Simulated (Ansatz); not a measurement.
Born–Oppenheimer molecular dynamics of ClGaH₄O₂ (8 atoms, charge 0, multiplicity 1). It starts at the highest image of a converged band. Of that band: A vibrational analysis at the climbing image gives one clearly imaginary mode, 869i cm⁻¹: a first-order saddle point. Another band between the same ends, with other settings, climbed to 0.804 eV only, so this may not be the lowest route.

These are results of RKS PBE0/def2-SVP (Ansatz 0.2.0), not measurements.

```yaml
ensemble: NVE (velocity Verlet)
time_step: 0.5 fs
steps_asked: 200
starting_velocities_drawn_for: 300 K
seed: 3023
```

First frame:

```xyz
8
Properties=species:S:1:pos:R:3
Ga -0.104 0.265 -0.093
Cl 0.202 -0.104 2.339
O 1.224 -0.519 -0.974
H 2.051 -0.588 -0.487
O -1.802 0.103 -0.571
H -1.960 -0.671 -1.123
H 0.141 1.795 0.594
H 0.194 1.204 1.532
```

**Question.** How far do the bonds stretch over the last three quarters of this one trajectory? (Pairs bonded in most of those frames.)

**Answer.** 
```csv
bond,mean (Å),spread (Å),shortest,longest
Ga1–O3,1.792,0.030,1.75,1.84
Ga1–O5,1.786,0.019,1.76,1.82
Ga1–H7,1.557,0.031,1.51,1.62
Cl2–H8,1.290,0.005,1.28,1.30
O3–H4,0.965,0.022,0.93,1.00
O5–H6,0.964,0.007,0.95,0.98
```

Pairs bonded in part of these frames only: Ga1–Cl2 38 %.

Mean temperature of the second half: 719 K. The conserved energy stayed within 0.15 meV per atom of its start (net change 0.12 meV per atom), so the integration is sound. The kinetic energy rose, since the run started high on the potential surface and went downhill. It ends in pieces (ClH + GaH3O2), so much of that is their flight and rotation, not heat. A run of 0.1 ps of so small a system gives no equilibrium averages. The orbitals stay closed-shell, which can raise the energy where a bond breaks towards radicals; this wasn't checked here.

Time of the run: 8.6 min on 2 threads of Arm Neoverse V1 (shared host), peak memory 0.22 GiB.
